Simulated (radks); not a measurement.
Numerical settings for the promethium ion Pm2+, [Xe] 4f5. All-electron calculation, Dirac Kohn-Sham, PBEsol, spin-unpolarised, spherical densities, finite nucleus; open shells are shared between the two j in proportion to 2j + 1; Fermi nuclear charge, rms radius 4.962 fm. Program: a radial shooting solver on a logarithmic mesh with Libxc functionals. The defaults (mesh step 0.008 in ln r, mesh end at 40 bohr or more with all orbitals vanishing there, Anderson mixing 0.5 over 9 steps, residual threshold near 1e-9 with the energy settled to 1e-9 hartree or 1e-11 of itself, here a cap of 88 iterations) give E = -10022.3161 hartree and 4f7/2 at -14.997 eV in 14 iterations. Run on one thread of a shared host, so times are rough (Arm Neoverse V2): 0.13 s of CPU time, 0.13 s wall, 14 iterations on 2254 mesh points. One setting is changed at a time: mesh step in ln r 0.012; mesh step in ln r 0.08; mesh step in ln r 0.02; mesh end (bohr) 12; mesh end (bohr) 20; residual threshold 0.001; residual threshold 0.01; mixing 0.05; linear mixing, mixing 0.5; linear mixing, mixing 0.2; mixing history 2; iteration cap 5. Which runs fail to converge, and which converge to a wrong energy?

Answer. Not converged within the cap: mesh step in ln r 0.08; iteration cap 5. No run marked as converged misses the energy by more than 1 mhartree.
